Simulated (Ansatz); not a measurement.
`C#CBBC` + CH₃OH → `CBBOC` + acetylene  (ligand exchange at a B–C bond)

Computed with Ansatz on PBE0-D4/def2-TZVP structures; ΔE is electronic, products minus reactants. CCSD(T)/CBS adds triple-zeta CCSD(T) − MP2 to the extrapolated MP2 energy (def2 sets, frozen cores). This one scheme is used for every species. DFT in def2-TZVPP. Each species was taken in one conformer, which may not be the lowest.

```
             level  ΔE (kJ/mol)  difference from CCSD(T)/CBS
            B97M-V        -61.4                         12.3
        r2SCAN0-D4        -66.2                          7.5
          BHLYP-D4        -71.6                          2.1
               PBE        -61.1                         12.6
              BLYP        -64.8                          8.9
              PBE0        -62.9                         10.8
           r2SCANh        -64.5                          9.2
       HF/def2-SVP        -78.0                         -4.3
     CCSD/def2-SVP        -91.2                        -17.5
  CCSD(T)/def2-SVP        -91.8                        -18.1
SCS-MP2/def2-TZVPP        -75.4                         -1.7
   CCSD/def2-TZVPP        -75.7                         -2.0
CCSD(T)/def2-TZVPP        -76.0                         -2.3
     HF/def2-QZVPP        -70.8                          2.9
SCS-MP2/def2-QZVPP        -74.2                         -0.5
     MP2/CBS(def2)        -71.5                          2.2
       CCSD(T)/CBS        -73.7                            0
```

Largest T1 diagnostic among the species: 0.014.

In def2-TZVPP, CCSD(T) changes the Hartree–Fock value by −5.3 kJ/mol (the triples alone add −0.2 kJ/mol) and MP2 by −3.2 kJ/mol. At CCSD(T), def2-SVP lies −18.1 kJ/mol from the extrapolated value and def2-TZVPP −2.3 kJ/mol.
